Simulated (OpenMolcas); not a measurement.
Ta4+ (d1) among equal point charges was computed by CASSCF with the d shell active (OpenMolcas, ANO-RCC-VDZP on the metal). Its lowest spin-free states, and all those of the highest spin:

```csv
2S+1,Degeneracy,E (cm-1)
2,2,0.0
2,1,15995
2,2,17949
```

**Question.** Is the site octahedral, tetrahedral or cube-like, axial, or of lower symmetry?

**Answer.** The states with 2S+1 = 2 have orbital degeneracies 2, 1, 2. There are pairs but no triples, so the site is axial: not cubic, but with a proper or improper axis of order three or more. The run had Ta4+ among 2 point charges of -2 e arranged as a linear pair (D∞h), 2.05 Å from the ion.

This is an electrostatic model: the charges have no orbitals. No measured value stands beside these numbers.
